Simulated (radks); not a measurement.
Results of a calculation; reference values are marked as such.
Valence configurations of the terbium ion Tb+ (all share [Xe]). Level of theory: scalar-relativistic Kohn-Sham, PBE, spin-polarised, spherical densities, finite nucleus; open shells are filled with parallel spins first (spin-orbit coupling, left out, can overturn this in heavy ions); Fermi nuclear charge, rms radius 5.06 fm (a radial shooting solver on a logarithmic mesh with Libxc functionals). Order these by energy: 4f9 5d1; 4f9 5d0.5 6s0.5; 4f9.5 6p0.5; 4f8 5d1 6p1; 4f9 6s1; 4f9 6s0.5 6p0.5; 4f8 6s2; 4f10; 4f8.5 5d1.5; 4f9.5 6s0.5.

Answer. From the lowest, in eV above it: 4f9 6s1 0.000; 4f9 5d0.5 6s0.5 0.914; 4f9.5 6s0.5 1.521; 4f8 6s2 1.673; 4f9 6s0.5 6p0.5 1.717; 4f8.5 5d1.5 1.849; 4f9 5d1 1.888; 4f9.5 6p0.5 3.091; 4f10 3.858; 4f8 5d1 6p1 5.293. NIST lists [Xe] 4f9 6s1 as the ground configuration; this level of theory agrees among the configurations tried. The energies are those of spherical high-spin densities, not of single terms.
